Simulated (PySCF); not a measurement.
BH₄O₂P, SMILES OB(O)P.

Geometry optimised at B3LYP-D3(BJ)/def2-SVP. Other conformers were not sampled.

All values below come from B3LYP-D3(BJ)/def2-SVP run with PySCF.

Frequencies are harmonic and unscaled.

Computed vibrational spectrum:
```tsv
mode	ν (cm⁻¹)	IR (km/mol)	Raman (Å⁴/amu)	depolarisation	moving atoms (share of kinetic energy)
1	141	3.2	0.9	0.75	H 88 %, O 8 %
2	258	2.8	0.0	–	O 59 %, H 16 %, P 13 %, B 12 %
3	377	10.0	2.1	0.49	O 43 %, P 40 %, H 13 %
4	413	0.1	0.7	0.75	H 95 %
5	414	57.8	6.4	0.57	H 62 %, B 31 %
6	578	219.4	3.2	0.73	H 61 %, O 21 %, B 17 %
7	610	38.4	11.0	0.06	O 38 %, H 28 %, B 21 %, P 13 %
8	742	0.1	7.4	0.57	H 57 %, B 32 %
9	758	31.4	9.6	0.75	H 90 %
10	932	191.4	8.9	0.75	H 91 %, O 8 %
11	1006	122.2	0.5	0.60	O 52 %, H 43 %
12	1099	27.2	36.3	0.74	H 96 %
13	1283	133.7	13.6	0.28	B 59 %, H 26 %, O 14 %
14	1428	331.8	0.2	0.75	B 72 %, O 27 %
15	2394	42.6	176.9	0.13	H 97 %
16	2408	63.9	121.6	0.75	H 97 %
17	3817	5.7	58.9	0.75	H 94 %
18	3819	42.9	443.3	0.26	H 94 %
```
